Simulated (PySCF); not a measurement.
Gas-phase reaction: WO₂Cl₂ + 4 OH → WO₂(OH)₂ + 2 HCl + O₂

Method: PySCF energies plus ideal-gas RRHO corrections (1 bar). † marks an energy on the PBE0/def2-TZVP geometry and frequencies. Open shells (unrestricted): OH (multiplicity 2, electronic degeneracy 4), O₂ (multiplicity 3); the rest are closed-shell singlets. Spin-orbit splitting is ignored; it lowers the true energy and changes the entropy of OH. W: scalar-relativistic def2 core potential, no spin-orbit coupling. No R ln 2 is added for the mirror-image form of WO₂(OH)₂. The harmonic model lacks anharmonicity and excited electronic states, which grow with temperature; levels with a mode under 35 cm⁻¹ are left out. Soft modes under 120 cm⁻¹ make the harmonic entropy rough for WO₂Cl₂.

```
level              ΔE electronic, kJ  ΔH°(298 K), kJ  ΔS°(298 K), J/K  ΔG°(2500 K), kJ
-----------------  -----------------  --------------  ---------------  ---------------
BLYP/def2-TZVP†                 -643            -632             -164             -227
HF/def2-TZVP†                   -275            -264             -164              141
M06-2X/def2-TZVP†               -620            -609             -164             -204
PBE/def2-TZVP†                  -678            -667             -164             -262
LDA/def2-TZVP†                  -849            -838             -164             -433
```
ΔH° is lowest at LDA/def2-TZVP† and highest at HF/def2-TZVP†. No reference value is set beside these.
